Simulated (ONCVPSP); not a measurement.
## What one change does to a pseudopotential (K, ONCV)

- Element: K (Z = 19)
- Generator: ONCVPSP 4.0.1
- Type: optimised norm-conserving Vanderbilt (ONCV)
- Functional: PBE
- Relativity: fully relativistic
- Frozen core: [Ne]
- Valence charge: 9
- Reference configuration: 3s2 3p6 4s0.75 4p0.25
- Partial waves: 3s+4s: rc 1.80 bohr, ncon 4, nbas 8, qcut 5.9 1/bohr, 2 projectors; 3p+4p: rc 2.30 bohr, ncon 3, nbas 6, qcut 6.1 1/bohr, 2 projectors; d scattering state at 0.33 Ha: rc 1.90 bohr, ncon 4, nbas 8, qcut 6 1/bohr, 2 projectors, debl 3 Ha
- Local potential: polynomial inside 1.65 bohr (lpopt 1, dvloc0 4 Ha)
- Core correction: none

Open shells are filled in proportion to 2j + 1.

All-electron outer shells of the reference configuration (PBE, scalar-relativistic, ld1.x):

```csv
shell,level (eV),outermost node (bohr),outermost maximum (bohr)
2p,-280.50,–,0.26
3s,-35.72,0.48,1.08
3p,-19.19,0.45,1.15
4s,-2.50,1.58,4.13
4p,-0.97,1.87,5.79
```

Change: s: rc 1.92.

Cutoffs: the cutoffs (Ha) at which the residual kinetic energy of the hardest occupied pseudo-wave falls to 1 and 0.1 mHa per electron; they do not see the model core or the augmentation charge, which bear on the density cutoff. Errors are all-electron minus pseudo energies relative to the spin-unpolarised reference configuration.

Task: What does the change do?

Result: The potential gets softer (13 Ha and 16 Ha → 12 Ha and 15 Ha); the errors of the 4 common tests hardly move; neither file shows a bound ghost. A larger radius leaves more room for a smooth pseudo-wave, so fewer plane waves are needed.

```csv
quantity,base,changed
"cutoff, loose",13 Ha,12 Ha
"cutoff, tight",16 Ha,15 Ha
loose cutoff by channel,"s 13 Ha, p 11 Ha","s 12 Ha, p 11 Ha"
bound ghosts,none,none
GHOST(+) flags under 300 eV,none,none
"error for 3s2 3p6 4s1 4p0, meV [ΔE -0.38 eV]",0.0,0.0
"error for 3s2 3p6 4s0 4p0, meV [ΔE 3.93 eV]",0.0,0.0
"error for 3s2 3p6 4s0.5 4p0, meV [ΔE 1.26 eV]",0.0,0.0
"error for 3s2 3p6 4s0 4p1, meV [ΔE 1.17 eV]",0.0,0.0
p3/2: phases at 2.34 bohr within 0.05 rad from the reference energy up to (Ha; the scan ends near 5),to the end of the scan,to the end of the scan
p1/2: phases at 2.34 bohr within 0.05 rad from the reference energy up to (Ha; the scan ends near 5),to the end of the scan,to the end of the scan
d5/2: phases at 1.93 bohr within 0.05 rad from the reference energy up to (Ha; the scan ends near 5),to the end of the scan,to the end of the scan
d3/2: phases at 1.93 bohr within 0.05 rad from the reference energy up to (Ha; the scan ends near 5),to the end of the scan,to the end of the scan
```

Base: The cutoffs count occupied waves only; projector 2 of the d channel, the hardest unoccupied one, needs 75 Ha at the loose tolerance. Changed file: The cutoffs count occupied waves only; projector 2 of the d channel, the hardest unoccupied one, needs 75 Ha at the loose tolerance.
